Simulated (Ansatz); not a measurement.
The pair A = aminoborane (SMILES BN) (first 6 atoms), B = HF (SMILES F); geometry from B3LYP-D3(BJ)/def2-TZVP.
(charge 0, multiplicity 1):
```xyz
8

B      0.9064    -0.1258     0.0613
N     -0.1434     0.5794     0.6653
H      0.6626    -0.8237    -0.8706
H      1.9991    -0.0255     0.5206
H      0.0124     1.2765     1.3784
H     -1.0649     0.6332     0.2571
F     -0.9858    -1.3604     2.5874
H     -0.6461    -0.7826     1.9296
```

Correlated levels freeze the cores. MP2 and its Hartree–Fock in aug-cc-pVQZ are density fitted.

Programs: Ansatz (a quantum-chemistry and plane-wave program) with Gaussian orbitals. 

The counterpoise-corrected interaction energy is E(AB) − E(A in the pair's basis) − E(B in the pair's basis). Total energies (hartree):

```tsv
level	AB	A in the pair's basis	B in the pair's basis
HF/aug-cc-pVTZ	-181.5927163	-81.5269052	-100.0597038
MP2/aug-cc-pVTZ	-182.2095823	-81.8602564	-100.3410723
HF/aug-cc-pVQZ	-181.6053446	-81.5321917	-100.0670480
MP2/aug-cc-pVQZ	-182.2625190	-81.8844363	-100.3695311
MP2/aug-cc-pVDZ	-182.0459984	-81.7822663	-100.2565001
CCSD(T)/aug-cc-pVDZ	-182.0895602	-81.8181748	-100.2644822
```

**Question.** Work out the counterpoise-corrected interaction energy at the basis-set limit: extrapolate the MP2 correlation part as X⁻³, take Hartree–Fock from the larger set, and add the CCSD(T) − MP2 difference of aug-cc-pVDZ.

**Answer.** 
1. Differences (1 hartree = 627.509 kcal/mol): HF/aug-cc-pVTZ -3.832; MP2/aug-cc-pVTZ -5.179; HF/aug-cc-pVQZ -3.831; MP2/aug-cc-pVQZ -5.366; MP2/aug-cc-pVDZ -4.538; CCSD(T)/aug-cc-pVDZ -4.332.
2. Correlation parts, MP2 less HF: -1.347 in aug-cc-pVTZ (X = 3), -1.535 in aug-cc-pVQZ (X = 4).
3. Limit (4³·(-1.535) − 3³·(-1.347))/(4³ − 3³) = -1.673; with HF/aug-cc-pVQZ it gives -5.504.
4. CCSD(T) less MP2 in aug-cc-pVDZ: 0.206.
Result: -5.30 kcal/mol, against -5.18 at MP2/aug-cc-pVTZ. It is an estimate of this method's limit, not of the exact value.
